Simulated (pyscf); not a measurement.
`[AsH3]` + `[GeH2]` [singlet] → `[GeH3][AsH2]`, an insertion (singlet surface; As–H broken, As–Ge, Ge–H formed). Single points on ωB97X-D3(BJ)/def2-SVP structures (PySCF, gas phase). Correlated levels are frozen-core, on RHF or UHF. ΔMP2 is the change of the MP2 total energy from the triple- to the quadruple-zeta basis. Energies in kJ/mol from the separated reactants.

Small-basis levels: PySCF, no dispersion term, spherical d functions. Cost: rough CPU time at the saddle relative to B3LYP/6-31G*+LANL2DZ, from one job on a shared machine.

```json
[
 {"level": "HF/3-21G", "barrier": "116.8", "reaction energy": "-178.5", "cost": "0.2"},
 {"level": "HF/6-31G*+LANL2DZ", "barrier": "140.4", "reaction energy": "-161.7", "cost": "0.1"},
 {"level": "SVWN5/6-31G*+LANL2DZ", "barrier": "-19.4", "reaction energy": "-226.7", "cost": "0.8"},
 {"level": "BP86/6-31G*+LANL2DZ", "barrier": "26.6", "reaction energy": "-191.3", "cost": "1"},
 {"level": "B3LYP/STO-3G", "barrier": "-59.3", "reaction energy": "-402.4", "cost": "1"},
 {"level": "B3LYP/3-21G", "barrier": "26.0", "reaction energy": "-206.6", "cost": "2"},
 {"level": "B3LYP/LANL2DZ", "barrier": "60.3", "reaction energy": "-176.5", "cost": "1"},
 {"level": "B3LYP/6-311+G**+LANL2DZ", "barrier": "53.9", "reaction energy": "-170.5", "cost": "1"},
 {"level": "B3LYP/def2-SVP", "barrier": "25.1", "reaction energy": "-182.5", "cost": "2"},
 {"level": "CCSD(T)/def2-TZVPP + ΔMP2(QZVPP)", "barrier": "8.5", "reaction energy": "-208.0", "cost": "–"}
]
```

Against the last row the barrier runs from -67.7 (B3LYP/STO-3G) to +131.9 kJ/mol (HF/6-31G*+LANL2DZ). At SVWN5/6-31G*+LANL2DZ, B3LYP/STO-3G this geometry lies under one side, so the entry may be no barrier of that level: it is a single point on another level's saddle. CCSD(T)/def2-TZVPP + ΔMP2(QZVPP) has limits of its own. On the reactant side the descent ends in an adduct with a As–Ge contact, 36.3 kJ/mol under the separated species and 36.5 kJ/mol under the saddle at ωB97X-D3(BJ)/def2-TZVP. What is counted as formed (As–Ge) is already present as a longer contact in the reactant adduct; forming that adduct is a step of its own. This is the saddle that the search found; another between the same sides may lie lower. The CCSD(T) − MP2 part came from Ansatz, without density fitting, on the same reference. The frozen core leaves the outer d or s,p core shells of the metals and heavy elements correlated in the MP2 and CC values, and def2-TZVPP describes them poorly, which can shift differences by a few kcal/mol. In the def2 sets elements up to Kr have no core potential.
